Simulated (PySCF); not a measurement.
methylenecyclopropane (C4H6), singlet, geometry from GFN2-xTB, with bond 7-3 at 2.4 times its length; CASSCF(6,5)/6-31G (PySCF).

PySCF was given this input:
```python
from pyscf import gto, scf, mcscf, mp
import numpy

mol = gto.M(
    atom='''
C    -0.001293   -0.002752    0.320815
C     0.004760   -0.750843   -0.937433
C     0.002744    0.766812   -0.924425
C    -0.006562   -0.013963    1.627915
H    -0.897060   -1.263299   -1.242085
H     0.910337   -1.260961   -1.234780
H     2.172853    2.008917   -1.616915
H    -0.900441    1.282018   -1.220268
H    -0.007627   -0.936362    2.186569
H    -0.010064    0.898719    2.202298
''',
    basis='6-31g',
    charge=0,
    spin=0,
    verbose=4,
)

mf = scf.RHF(mol)
mf.kernel()
mc = mcscf.CASSCF(mf, 5, 6)
mc.fix_spin_(ss=0.0)
noons, natorbs = mcscf.addons.make_natural_orbitals(mp.MP2(mf).run())
mc.kernel(natorbs)
occ = numpy.linalg.eigvalsh(mc.fcisolver.make_rdm1(mc.ci, mc.ncas, mc.nelecas))[::-1]
ss = mc.fcisolver.spin_square(mc.ci, mc.ncas, mc.nelecas)[0]
print('natural occupations', occ.round(4), ' <S^2>', round(ss, 4))
```

**Question.** Predict the main parts of the log of this PySCF run.

**Answer.** 
```
PySCF version 2.14.0

[INPUT] verbose = 4
[INPUT] num. atoms = 10
[INPUT] num. electrons = 30
[INPUT] charge = 0
[INPUT] spin (= nelec alpha-beta = 2S) = 0
[INPUT] symmetry False subgroup None
[INPUT] Mole.unit = angstrom
[INPUT] Symbol           X                Y                Z      unit          X                Y                Z       unit  Magmom
[...]
nuclear repulsion = 106.663843911942
number of shells = 32
number of NR pGTOs = 112
number of NR cGTOs = 48
basis = 6-31g
ecp = {}

******** <class 'pyscf.scf.hf.RHF'> ********
method = RHF
initial guess = minao
damping factor = 0
level_shift factor = 0
DIIS = <class 'pyscf.scf.diis.CDIIS'>
diis_start_cycle = 1
diis_space = 8
diis_damp = 0
SCF conv_tol = 1e-09
SCF conv_tol_grad = None
SCF max_cycles = 50
direct_scf = True
direct_scf_tol = 1e-13
Set gradient conv threshold to 3.16228e-05
Initial guess from minao.
init E= -155.523587692335
[...]
cycle= 1 E= -154.524857548427  delta_E= 0.999  |g|= 0.37  |ddm|= 2.78
[...]
cycle= 2 E= -154.568882529067  delta_E= -0.044  |g|= 0.217  |ddm|= 0.752
[...]
cycle= 3 E= -154.584942137815  delta_E= -0.0161  |g|= 0.0773  |ddm|=  0.3
[...]
cycle= 4 E= -154.587384278834  delta_E= -0.00244  |g|= 0.0163  |ddm|= 0.143
[...]
cycle= 5 E= -154.587522986646  delta_E= -0.000139  |g|= 0.00589  |ddm|= 0.0277
[...]
cycle= 6 E= -154.587554802674  delta_E= -3.18e-05  |g|= 0.00146  |ddm|= 0.0161
[...]
cycle= 7 E= -154.587557684813  delta_E= -2.88e-06  |g|= 0.000575  |ddm|= 0.00519
[...]
cycle= 8 E= -154.587557975289  delta_E= -2.9e-07  |g|= 0.000186  |ddm|= 0.00148
[...]
cycle= 9 E= -154.587558014789  delta_E= -3.95e-08  |g|= 6.55e-05  |ddm|= 0.00059
[...]
cycle= 10 E= -154.587558021151  delta_E= -6.36e-09  |g|= 2.68e-05  |ddm|= 0.000232
[...]
cycle= 11 E= -154.587558022088  delta_E= -9.37e-10  |g|= 1.04e-05  |ddm|= 8.57e-05
[...]
Extra cycle  E= -154.5875580222  delta_E= -1.12e-10  |g|= 6.29e-06  |ddm|= 2.14e-05
converged SCF energy = -154.5875580222

******** <class 'pyscf.mp.mp2.RMP2'> ********
nocc = 15, nmo = 48
E(RMP2) = -154.986811516171  E_corr = -0.399253493970845
E(SCS-RMP2) = -154.992699189158  E_corr = -0.405141166958105
E_corr(same-spin) = -0.0853419528541263
E_corr(oppo-spin) = -0.313911541116719

******** <class 'pyscf.mcscf.mc1step.CASSCF'> ********
CAS (3e+3e, 5o), ncore = 12, nvir = 31
max_cycle_macro = 50
max_cycle_micro = 4
conv_tol = 1e-07
conv_tol_grad = None
orbital rotation max_stepsize = 0.02
orbital rotation threshold for CI restart = 0.01
[...]
CASCI E = -154.700852510300  S^2 = 0.0000000
[...]
macro iter  40 ( 21 JK    4 micro), CASSCF E = -154.715726842623  dE =  2.44585692e-07  S^2 = 0.0000000
               |grad[o]|=0.000367  |grad[c]|=0.00097  |ddm|=0.000177  |maxRot[o]|=0.00242
macro iter  41 ( 25 JK    4 micro), CASSCF E = -154.715739937320  dE = -1.30946969e-05  S^2 = 0.0000000
               |grad[o]|=0.000384  |grad[c]|=0.00019  |ddm|=9.78e-05  |maxRot[o]|=0.018
macro iter  42 ( 21 JK    4 micro), CASSCF E = -154.715739761626  dE =  1.75693430e-07  S^2 = 0.0000000
               |grad[o]|=0.000356  |grad[c]|=0.000972  |ddm|=0.000188  |maxRot[o]|=0.00174
macro iter  43 ( 25 JK    4 micro), CASSCF E = -154.715751854769  dE = -1.20931425e-05  S^2 = 0.0000000
               |grad[o]|=0.000375  |grad[c]|=0.000187  |ddm|=0.0001  |maxRot[o]|=0.018
macro iter  44 ( 21 JK    4 micro), CASSCF E = -154.715751721944  dE =  1.32825335e-07  S^2 = 0.0000000
               |grad[o]|=0.000347  |grad[c]|=0.000974  |ddm|=0.000199  |maxRot[o]|=0.0012
macro iter  45 ( 19 JK    3 micro), CASSCF E = -154.715757372126  dE = -5.65018212e-06  S^2 = 0.0000000
               |grad[o]|=0.000369  |grad[c]|=0.000185  |ddm|=0.000103  |maxRot[o]|=0.009
macro iter  46 ( 21 JK    4 micro), CASSCF E = -154.715757294230  dE =  7.78958054e-08  S^2 = 0.0000000
               |grad[o]|=0.000358  |grad[c]|=0.000973  |ddm|=0.000176  |maxRot[o]|=0.000849
macro iter  47 ( 19 JK    3 micro), CASSCF E = -154.715762669806  dE = -5.37557568e-06  S^2 = 0.0000000
               |grad[o]|=0.000378  |grad[c]|=0.000189  |ddm|=0.000101  |maxRot[o]|=0.009
macro iter  48 ( 21 JK    4 micro), CASSCF E = -154.715762598159  dE =  7.16467810e-08  S^2 = 0.0000000
               |grad[o]|=0.000363  |grad[c]|=0.000974  |ddm|=0.000179  |maxRot[o]|=0.000836
macro iter  49 ( 19 JK    3 micro), CASSCF E = -154.715767704150  dE = -5.10599099e-06  S^2 = 0.0000000
               |grad[o]|=0.000383  |grad[c]|=0.000181  |ddm|=0.000102  |maxRot[o]|=0.009
macro iter  50 ( 21 JK    4 micro), CASSCF E = -154.715767643285  dE =  6.08646644e-08  S^2 = 0.0000000
               |grad[o]|=0.000366  |grad[c]|=0.000973  |ddm|=0.000177  |maxRot[o]|=0.00109
1-step CASSCF not converged,  50 macro (1095 JK 197 micro) steps
CASSCF canonicalization
Density matrix diagonal elements [1.99874213 1.91274811 1.46186821 0.54089805 0.0857435 ]
CASSCF energy = -154.715767643285
CASCI E = -154.715767643285  E(CI) = -7.39577159649053  S^2 = 0.0000000
natural occupations [1.9989 1.9146 1.465  0.5364 0.0851]  <S^2> 0.0
```

Convergence was not reached.
